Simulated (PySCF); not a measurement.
# Radial density of Zn¹⁶⁺ (zinc, charge +16)

M06, [Ne] 3s2 3p2, high-spin 3P determinant. All numbers are calculated (PySCF 2.14, the spin-free X2C one-electron Hamiltonian (Gaussian nucleus), in an uncontracted even-tempered set (19 s from 1.2 bohr⁻², ratio 2.5; 12 p from 1.6 bohr⁻², ratio 2.5; 5 d from 7.8 bohr⁻², ratio 2.7; 4 f from 12 bohr⁻², ratio 2.7)).

| r (bohr) | 4πr²ρ (e/bohr) | 4πr²(ρα − ρβ) |
| --- | --- | --- |
| 0.000868 | 0.2628 | 0.0000 |
| 0.00146 | 0.6631 | 0.0000 |
| 0.00245 | 1.641 | 0.0000 |
| 0.00413 | 3.913 | 0.0001 |
| 0.00694 | 8.756 | 0.0008 |
| 0.0117 | 17.60 | 0.0045 |
| 0.0196 | 29.46 | 0.0279 |
| 0.0330 | 36.75 | 0.1436 |
| 0.0556 | 31.57 | 0.5585 |
| 0.0935 | 30.48 | 1.3347 |
| 0.157 | 41.07 | 1.0740 |
| 0.265 | 21.82 | 0.0737 |
| 0.445 | 9.666 | 3.8279 |
| 0.748 | 4.807 | 2.3199 |
| 1.26 | 0.1144 | 0.0625 |
| 2.12 | 6.517e-05 | 0.0000 |

Densities and radii are taken from the X2C orbitals without a picture-change correction, which distorts them close to the nucleus.
